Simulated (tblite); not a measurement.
Species: C₂H₁₀BO₃Si₂ (doublet state).
Numbering: `[CH3:1][O:2][CH:3][SiH2:4][SiH2:5][B:6]([OH:7])[OH:8]` (hydrogens: H9, H10, H11 on C1; H12 on C3; H13, H14 on Si4; H15, H16 on Si5; H17 on O7; H18 on O8)

Computed with GFN2-xTB (tblite), gas phase: L-BFGS steps from a force-field or distance-geometry start until the largest atomic force falls under 0.01 eV/Å.

Step 36: E = -714.2633 eV
```
atom  x, y, z in Å  |  force x, y, z in eV/Å
C1      2.4442   -0.2715    1.2743   -0.028  -0.010  -0.054
O2      2.2588    0.0914   -0.0706   -0.041   0.077  -0.070
C3      1.5663   -0.8027   -0.8341   -0.023  -0.002  -0.015
Si4     0.1589   -0.1736   -1.8604    0.030  -0.059   0.031
Si5    -1.0485    1.2702   -0.4753    0.048   0.052   0.029
B6     -2.0460    0.3324    0.9530    0.006  -0.018  -0.034
O7     -2.8718    1.0038    1.7903    0.012  -0.015  -0.072
O8     -1.8861   -1.0141    1.0427    0.022   0.019  -0.069
H9      1.4830   -0.2336    1.7991   -0.004  -0.029   0.092
H10     3.1318    0.4432    1.7252    0.019  -0.027  -0.057
H11     2.8475   -1.2864    1.3452    0.066  -0.034   0.089
H12     1.6426   -1.8358   -0.4999   -0.044   0.059  -0.026
H13    -0.5533   -1.3865   -2.2965    0.019   0.023  -0.049
H14     0.6129    0.4858   -3.1014    0.004  -0.026   0.114
H15    -1.9061    2.1411   -1.3030   -0.068  -0.025  -0.005
H16    -0.0832    2.2629    0.0485   -0.035  -0.072   0.032
H17    -3.3569    0.4811    2.4348   -0.018   0.051   0.049
H18    -2.4026   -1.5015    1.6906    0.035   0.036   0.015
```

Step 37: E = -714.2660 eV
```
atom  x, y, z in Å  |  force x, y, z in eV/Å
C1      2.4456   -0.2720    1.2747   -0.016  -0.010  -0.056
O2      2.2578    0.0925   -0.0699   -0.058   0.074  -0.053
C3      1.5572   -0.7992   -0.8283    0.024  -0.023  -0.020
Si4     0.1563   -0.1739   -1.8610    0.029  -0.036   0.063
Si5    -1.0500    1.2699   -0.4802   -0.023   0.062   0.056
B6     -2.0502    0.3327    0.9494    0.008  -0.021  -0.059
O7     -2.8750    1.0053    1.7869    0.039  -0.013  -0.075
O8     -1.8896   -1.0138    1.0393    0.034   0.024  -0.050
H9      1.4848   -0.2353    1.8015    0.020  -0.034   0.084
H10     3.1352    0.4412    1.7247    0.009  -0.011  -0.053
H11     2.8531   -1.2854    1.3435    0.044  -0.041   0.087
H12     1.6380   -1.8335   -0.5010   -0.042   0.045  -0.008
H13    -0.5492   -1.3851   -2.3019   -0.012  -0.023  -0.058
H14     0.6167    0.4838   -3.0953    0.022   0.013   0.048
H15    -1.9094    2.1430   -1.3076   -0.033  -0.038   0.018
H16    -0.0829    2.2547    0.0544   -0.037  -0.059   0.018
H17    -3.3519    0.4837    2.4378   -0.036   0.042   0.056
H18    -2.3952   -1.5023    1.6955    0.027   0.048   0.001
```

Q: Estimate the geometry and energy of step 38. (The exact step hangs on the optimiser's Hessian estimate; all steps are aligned on step 37, rigid shifts and turns removed.)

A: E = -714.2688 eV, largest force 0.109 eV/Å
```
atom  x, y, z in Å  |  force x, y, z in eV/Å
C1      2.4468   -0.2733    1.2743    0.001   0.001  -0.037
O2      2.2545    0.0948   -0.0694   -0.055   0.047  -0.001
C3      1.5509   -0.7954   -0.8257    0.063  -0.083  -0.001
Si4     0.1545   -0.1753   -1.8617   -0.012   0.005   0.077
Si5    -1.0535    1.2709   -0.4848   -0.086   0.044   0.050
B6     -2.0555    0.3325    0.9450    0.005  -0.023  -0.066
O7     -2.8785    1.0054    1.7840    0.055   0.005  -0.076
O8     -1.8920   -1.0137    1.0363    0.047   0.024  -0.040
H9      1.4879   -0.2384    1.8069    0.050  -0.037   0.057
H10     3.1390    0.4387    1.7218   -0.001   0.011  -0.044
H11     2.8601   -1.2851    1.3447    0.012  -0.031   0.053
H12     1.6316   -1.8305   -0.5007   -0.035   0.051  -0.001
H13    -0.5447   -1.3849   -2.3094   -0.032  -0.054  -0.060
H14     0.6220    0.4820   -3.0892    0.036   0.047  -0.010
H15    -1.9128    2.1474   -1.3135    0.003  -0.057   0.046
H16    -0.0839    2.2455    0.0604   -0.028  -0.034   0.011
H17    -3.3486    0.4886    2.4434   -0.042   0.027   0.052
H18    -2.3867   -1.5031    1.7002    0.018   0.057  -0.009
```

The energy changes by -0.0027 eV. The first-order estimate −F·Δx gives -0.0038 eV and the mean of the old and new forces, exact on a quadratic surface, -0.0028 eV. The step makes an angle of 66° with the force vector and moves no atom by more than 0.011 Å.

What follows is the cost of the whole relaxation. The run took 3.8 s wall on an Arm Neoverse N1 with one thread, on a shared host.
